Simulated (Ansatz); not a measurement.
One change: `[Cl][Al]([Cl])[SeH]` becomes `[Cl][Al]([Cl])[Cl]`.

Ansatz, PBE0-D4/def2-TZVP geometries, multiplicity 1. Each molecule was computed in one conformer, which needn't be the lowest.

Scalar relativity is left out up to krypton. Spin–orbit coupling is left out; it splits and shifts lone-pair levels of the heavy atoms by tenths of an eV.

| property | `[Cl][Al]([Cl])[SeH]` |
| --- | --- |
| LUMO energy (PBE/def2-TZVPP) / eV | -1.94 |
| zero-point energy (PBE0-D4/def2-TZVP) / kJ/mol | 30.9 |
| ideal-gas entropy at 298 K and 1 bar (rigid rotor, harmonic PBE0-D4/def2-TZVP) / J/(mol·K) | 352 |
| LUMO energy (PBE0/def2-TZVPP) / eV | -1.11 |
| LUMO energy (ωB97M-V/def2-TZVPP) / eV | 0.61 |
| HOMO energy (ωB97M-V/def2-TZVPP) / eV | -9.95 |

Question: Give the same properties after the change, and the shifts. (Estimate.)

Answer: The calculation gave: 
```tsv
property	`[Cl][Al]([Cl])[Cl]`	shift
LUMO energy (PBE/def2-TZVPP) / eV	-2.11	-0.17
zero-point energy (PBE0-D4/def2-TZVP) / kJ/mol	12.7	-18.2
ideal-gas entropy at 298 K and 1 bar (rigid rotor, harmonic PBE0-D4/def2-TZVP) / J/(mol·K)	314	-38
LUMO energy (PBE0/def2-TZVPP) / eV	-1.26	-0.15
LUMO energy (ωB97M-V/def2-TZVPP) / eV	0.50	-0.11
HOMO energy (ωB97M-V/def2-TZVPP) / eV	-11.62	-1.67
```

With PBE0 the HOMO falls by 1.56 eV and the LUMO falls by 0.15 eV, so the gap widens by about 1.41 eV. PBE moves the HOMO by -1.27 eV and ωB97M-V by -1.67 eV. The zero-point energy changes by -18.2 kJ/mol with -3 modes.
